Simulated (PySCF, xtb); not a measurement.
C₂H₇ClSi₃, SMILES C=C1[SiH2][SiH2][Si@H]1Cl.

Harmonic wavenumbers (cm⁻¹) from GFN2-xTB in xtb 6.7.1 at its own minimum, in rising order: 37, 96, 106, 262, 290, 293, 311, 362, 400, 416, 442, 463, 473, 518, 535, 598, 627, 644, 665, 733, 802, 823, 929, 1089, 1425, 1657, 2170, 2184, 2186, 2198, 2203, 3044, 3053.

Q: What does PBE-D3(BJ)/def2-SVP (PySCF) give at its own minimum? (Estimate from the structure and the level; the computed values follow.)

A: 55, 110, 119, 215, 268, 302, 324, 386, 422, 476, 502, 523, 562, 575, 619, 647, 701, 732, 741, 766, 865, 889, 947, 1062, 1373, 1616, 2138, 2143, 2151, 2156, 2174, 3028, 3118. Paired by order, the mean absolute difference is 44 cm⁻¹ and the zero-point energies are 45.8 and 46.8 kcal/mol.
